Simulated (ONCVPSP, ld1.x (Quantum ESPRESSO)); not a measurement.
**Potentials for aluminium compared**

Generated with ld1.x 7.5 (TM, RRKJ, ultrasoft, PAW), atompaw 4.2 or ONCVPSP 4.0.1. The cutoff is in Ry: for ld1.x and atompaw files where the sum of valence levels is converged to 10 mRy in a Bessel basis, for ONCV files where the hardest occupied wave has 1 mHa per electron of residual kinetic energy. The error is the largest all-electron minus pseudo excitation energy over each file’s own four to seven test configurations (ionisations up to +4, promotions, holes and added fractions of an electron), all of which were solved. The labels leave out finer settings (local radius, basis sizes, second energies), which also bear on the numbers. Spin-polarised tests are not counted. The rows are a selection from randomly drawn settings: files with unsolved tests, undetermined cutoffs or missed reference levels are left out.

```tsv
potential	cutoff (Ry)	largest error (meV)	bound ghosts
ONCV, PBEsol, scalar-relativistic, rc 1.90/2.30/2.30 (spd), local smoothed, core correction no, reference 3s2 3p1, qcut 2.7/3.3/4.1, projectors 2/2/1	22	+11	none
ONCV, PBE, scalar-relativistic, rc 1.20/0.90 (sp), local smoothed, core correction yes, reference 2s2 2p6 3s1, qcut 13.3/16.8, projectors 2/2	203	+177	none
ONCV, PBEsol, scalar-relativistic, rc 1.25/1.05/1.20 (spd), local smoothed, core correction yes, reference 2s2 2p6 3s2 3p0.75, qcut 10/10.7/7, projectors 2/2/2	120	-1.8	none
RRKJ, PBE, non-relativistic, rc 1.80/2.85/2.40 (spd), local s, core correction yes, reference 3s1.75 3p1.25	10	+23	none
```

**Question.** Fill in the row for Al: RRKJ, Wu–Cohen, scalar-relativistic, rc 2.05/2.00/2.25 (spd), local p, core correction yes, reference 3s2 3p0.5.

**Answer.** cutoff 30 Ry, largest error -14 meV, bound ghosts: none.

**Question.** Fill in the row for Al: ONCV, PBE, scalar-relativistic, rc 2.10/1.85 (sp), local p, core correction yes, reference 3s1 3p2, qcut 2.8/3.5, projectors 2/0.

**Answer.** cutoff 19 Ry, largest error +8.1 meV, bound ghosts: none.

**Question.** Fill in the row for Al: ultrasoft, PBE, scalar-relativistic, rc 1.90/2.85/2.85 (spd), local smoothed, core correction yes, reference 3s1.75 3p1.25.

**Answer.** cutoff 8 Ry, largest error +9.4 meV, bound ghosts: none.
